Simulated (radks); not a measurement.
Q: The table gives one normalised radial function P(r) = r R(r) of Fe+ in [Ar] 3d6 4s1 (r in bohr). Method: scalar-relativistic Kohn-Sham, LDA (Slater exchange, Perdew-Wang correlation), spin-polarised, spherical densities, finite nucleus; open shells are filled with parallel spins first; Fermi nuclear charge, rms radius 3.7377 fm; computed with a radial shooting solver on a logarithmic mesh with Libxc functionals.

| r | P |
|---|---|
| 0.007421 | 0.0525 |
| 0.01116 | 0.0705 |
| 0.01665 | 0.0890 |
| 0.02483 | 0.1021 |
| 0.03735 | 0.0979 |
| 0.05572 | 0.0600 |
| 0.08378 | -0.0239 |
| 0.125 | -0.1292 |
| 0.188 | -0.1790 |
| 0.2804 | -0.0709 |
| 0.4183 | 0.1690 |
| 0.6291 | 0.2954 |
| 0.9385 | 0.0707 |
| 1.411 | -0.3741 |
| 2.105 | -0.6483 |
| 3.166 | -0.5565 |
| 4.723 | -0.2568 |
| 7.046 | -0.0531 |

Which n and l does it have? It may be an empty orbital.

A: n = 4, l = 0: the number of nodes gives n - l - 1 = 3, the rise at small r (about r^(l+1)) gives l, and the extent must fit the shell. The curve is that of 4s down; the table hardly tells the two spins apart. 4s down (empty): eigenvalue -11.288 eV, 3 radial nodes at r = 0.0760, 0.319, 1.01 bohr, <r> = 2.78 bohr, 90 % of the charge inside 4.18 bohr.
